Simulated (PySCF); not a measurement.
PySCF input (M06-L/def2-TZVPD):

```python
from pyscf import gto, scf, dft

mol = gto.M(
    atom='''
    Si   -0.52968026    0.27771185   -0.01333584
    F    -1.16163375   -0.83904229   -0.95539940
    F    -0.85800079   -0.14266202    1.48649089
    Cl    1.50542556    0.29102194   -0.27018362
    ''',
    basis='def2-tzvpd',
    charge=0,
    spin=1,
    verbose=4,
)

mf = dft.UKS(mol, xc='m06l').density_fit(auxbasis='def2-universal-jkfit')
mf.grids.level = 4
mf.conv_tol = 1e-9
mf.max_cycle = 100
mf.max_memory = 1500
mf.kernel()
if not mf.converged:
    mf = mf.newton()
    mf.kernel(mf.make_rdm1())
for _ in range(2):
    mo, _, stable, _ = mf.stability(return_status=True)
    if stable:
        break
    mf.kernel(mf.make_rdm1(mo, mf.mo_occ))
mf.analyze()
```

End of the output:

```
Extra cycle  E= -949.57775087315  delta_E= 7.07e-11  |g|= 1.96e-05  |ddm|= 2.14e-05
converged SCF energy = -949.57775087315  <S^2> = 0.75211653  2S+1 = 2.0021154
uhf_internal: lowest eigs of H = [0.9128204  0.91738449 0.93310533]
<class 'pyscf.df.df_jk.DFUKS'> wavefunction is stable in the internal stability analysis
**** SCF Summaries ****
Total Energy =                        -949.577750873149512
Nuclear Repulsion Energy =             216.332033950648480
One-electron Energy =                -1746.580843870727222
Two-electron Energy =                  580.671059046929372
Two-electron Coulomb Energy =          650.914608083350117
DFT Exchange-Correlation Energy =      -70.243549036420774
HOMO-LUMO gap [eV] =                     2.252020598190538
**** MO energy ****
                             alpha | beta                alpha | beta
MO #1   energy= -101.198024008453  | -101.196801390215  occ= 1 | 1
MO #2   energy= -65.9373380741646  | -65.9334433934489  occ= 1 | 1
MO #3   energy= -24.5211295977023  | -24.5186991350261  occ= 1 | 1
MO #4   energy= -24.5211071943208  | -24.5186775074225  occ= 1 | 1
MO #5   energy= -9.42849030367472  | -9.42779315844457  occ= 1 | 1
MO #6   energy= -7.13528010287534  | -7.13299533465266  occ= 1 | 1
MO #7   energy= -7.12890305558688  | -7.12769984554468  occ= 1 | 1
MO #8   energy= -7.12843866160702  | -7.12763686818279  occ= 1 | 1
MO #9   energy= -5.34282229507654  | -5.34013484787761  occ= 1 | 1
MO #10  energy= -3.65371329511277  | -3.65006336176325  occ= 1 | 1
MO #11  energy= -3.65295113917668  | -3.64999401840955  occ= 1 | 1
MO #12  energy= -3.65264139587118  | -3.6460802593718   occ= 1 | 1
MO #13  energy= -1.2082582918125   | -1.20279268173515  occ= 1 | 1
MO #14  energy= -1.19234295938975  | -1.18691493959613  occ= 1 | 1
MO #15  energy= -0.821496085643069 | -0.814776444640493 occ= 1 | 1
MO #16  energy= -0.545553478322425 | -0.533746406610497 occ= 1 | 1
MO #17  energy= -0.479622328414246 | -0.473255251387029 occ= 1 | 1
MO #18  energy= -0.452825005550047 | -0.447324174358954 occ= 1 | 1
MO #19  energy= -0.443316341167574 | -0.432754640246021 occ= 1 | 1
MO #20  energy= -0.414167972990236 | -0.409058438221728 occ= 1 | 1
MO #21  energy= -0.40378579293268  | -0.397684460255743 occ= 1 | 1
MO #22  energy= -0.401126701607157 | -0.395873757763503 occ= 1 | 1
MO #23  energy= -0.336098714340304 | -0.330867238364909 occ= 1 | 1
MO #24  energy= -0.329654553427261 | -0.326188632779048 occ= 1 | 1
MO #25  energy= -0.23868641570995  | -0.155926184513518 occ= 1 | 0
MO #26  energy= -0.00524392016408067 | 0.0137716868650686 occ= 0 | 0
MO #27  energy= -0.00123636397616951 | 0.0142963033621575 occ= 0 | 0
MO #28  energy= 0.00342886738470343 | 0.0211089749085257 occ= 0 | 0
MO #29  energy= 0.0277362723271114 | 0.0450362214880508 occ= 0 | 0
MO #30  energy= 0.0382190564118801 | 0.0518040719475939 occ= 0 | 0
MO #31  energy= 0.0416918709455916 | 0.05427580055974   occ= 0 | 0
MO #32  energy= 0.0447735877045981 | 0.0665568548849004 occ= 0 | 0
MO #33  energy= 0.0695332655981822 | 0.0855817565350686 occ= 0 | 0
MO #34  energy= 0.0722819408472957 | 0.0897392736099083 occ= 0 | 0
MO #35  energy= 0.0901651152761262 | 0.107038294530294  occ= 0 | 0
MO #36  energy= 0.0989961732110828 | 0.125147497269788  occ= 0 | 0
MO #37  energy= 0.11135188990368   | 0.125232155210548  occ= 0 | 0
MO #38  energy= 0.131917554570328  | 0.14676698559142   occ= 0 | 0
MO #39  energy= 0.149506307522558  | 0.162082055594699  occ= 0 | 0
MO #40  energy= 0.161134312331935  | 0.171966646229973  occ= 0 | 0
MO #41  energy= 0.164891165365899  | 0.176932072325849  occ= 0 | 0
MO #42  energy= 0.166216065851548  | 0.189767366791552  occ= 0 | 0
MO #43  energy= 0.172342632383632  | 0.203626826842563  occ= 0 | 0
MO #44  energy= 0.197116296066713  | 0.211526591717131  occ= 0 | 0
MO #45  energy= 0.2130508577454    | 0.234406439748278  occ= 0 | 0
MO #46  energy= 0.220250751853431  | 0.237181361524059  occ= 0 | 0
MO #47  energy= 0.225307555798179  | 0.246565079027701  occ= 0 | 0
MO #48  energy= 0.241401802447656  | 0.252569396270871  occ= 0 | 0
MO #49  energy= 0.244175893832985  | 0.25956922424101   occ= 0 | 0
MO #50  energy= 0.290646703565827  | 0.306581414000694  occ= 0 | 0
MO #51  energy= 0.324853143215558  | 0.331699821240996  occ= 0 | 0
MO #52  energy= 0.326988293097819  | 0.337882758465122  occ= 0 | 0
MO #53  energy= 0.349042677933279  | 0.365587277652885  occ= 0 | 0
MO #54  energy= 0.361754779188078  | 0.368599041127976  occ= 0 | 0
MO #55  energy= 0.381014200623357  | 0.387602354770108  occ= 0 | 0
MO #56  energy= 0.389385025684269  | 0.405147896941971  occ= 0 | 0
MO #57  energy= 0.402183475963425  | 0.412635791967464  occ= 0 | 0
MO #58  energy= 0.423606951127241  | 0.437382782981628  occ= 0 | 0
MO #59  energy= 0.443661720923651  | 0.455229698085523  occ= 0 | 0
MO #60  energy= 0.481023909333255  | 0.48506845512158   occ= 0 | 0
MO #61  energy= 0.503515063033965  | 0.50539445003345   occ= 0 | 0
MO #62  energy= 0.532861741876624  | 0.536794613065569  occ= 0 | 0
MO #63  energy= 0.56484604208439   | 0.563265296077582  occ= 0 | 0
MO #64  energy= 0.565237087804212  | 0.570370761303278  occ= 0 | 0
MO #65  energy= 0.578349079864178  | 0.582784343502037  occ= 0 | 0
MO #66  energy= 0.599032074397685  | 0.608582802046819  occ= 0 | 0
MO #67  energy= 0.615889683422678  | 0.619079158809124  occ= 0 | 0
MO #68  energy= 0.625368553853861  | 0.632813566134659  occ= 0 | 0
MO #69  energy= 0.631053843487432  | 0.634472686054905  occ= 0 | 0
MO #70  energy= 0.635609864329956  | 0.63581734299093   occ= 0 | 0
MO #71  energy= 0.642453203508756  | 0.648029820628841  occ= 0 | 0
MO #72  energy= 0.652657649401902  | 0.655590751595635  occ= 0 | 0
MO #73  energy= 0.664171130628372  | 0.666012777534078  occ= 0 | 0
MO #74  energy= 0.684007009322226  | 0.689753670204914  occ= 0 | 0
MO #75  energy= 0.708044761446978  | 0.710660100605865  occ= 0 | 0
MO #76  energy= 0.710017490297629  | 0.712906446366023  occ= 0 | 0
MO #77  energy= 0.735301955256515  | 0.740374687978609  occ= 0 | 0
MO #78  energy= 0.76371186682101   | 0.76883340409053   occ= 0 | 0
MO #79  energy= 0.892965962702132  | 0.889062768377162  occ= 0 | 0
MO #80  energy= 0.897837893718517  | 0.900343716237149  occ= 0 | 0
MO #81  energy= 0.933977559486961  | 0.937299878362046  occ= 0 | 0
MO #82  energy= 0.948867559594097  | 0.944234593718048  occ= 0 | 0
MO #83  energy= 0.998748738288535  | 1.00119897945826   occ= 0 | 0
MO #84  energy= 1.00174934574459   | 1.01923705081621   occ= 0 | 0
MO #85  energy= 1.03002075207954   | 1.03961096368937   occ= 0 | 0
MO #86  energy= 1.03662853351784   | 1.04135300144157   occ= 0 | 0
MO #87  energy= 1.04952415672794   | 1.05911982357275   occ= 0 | 0
MO #88  energy= 1.07303099493949   | 1.07204545045727   occ= 0 | 0
MO #89  energy= 1.08815037432108   | 1.08530664231357   occ= 0 | 0
MO #90  energy= 1.15286542324306   | 1.1554310226374    occ= 0 | 0
MO #91  energy= 1.20055404675715   | 1.20481063153335   occ= 0 | 0
MO #92  energy= 1.20879899210185   | 1.20926603665645   occ= 0 | 0
MO #93  energy= 1.29346521402567   | 1.29626385494732   occ= 0 | 0
MO #94  energy= 1.30318058867174   | 1.31612571111389   occ= 0 | 0
MO #95  energy= 1.36824985054311   | 1.37423175605469   occ= 0 | 0
MO #96  energy= 1.37284242644646   | 1.38692672757449   occ= 0 | 0
MO #97  energy= 1.43382208078936   | 1.44404776333616   occ= 0 | 0
MO #98  energy= 1.52320307886104   | 1.52847504184044   occ= 0 | 0
MO #99  energy= 1.52819595447917   | 1.53226166326496   occ= 0 | 0
MO #100 energy= 1.59171174942647   | 1.60563846690189   occ= 0 | 0
MO #101 energy= 1.77741321982462   | 1.77232148381788   occ= 0 | 0
MO #102 energy= 1.86508851095189   | 1.85664083185581   occ= 0 | 0
MO #103 energy= 1.97644902725251   | 1.98036741838597   occ= 0 | 0
MO #104 energy= 1.9816113728015    | 1.98630452991305   occ= 0 | 0
[...]
```

It need not be the lowest isomer of its formula.
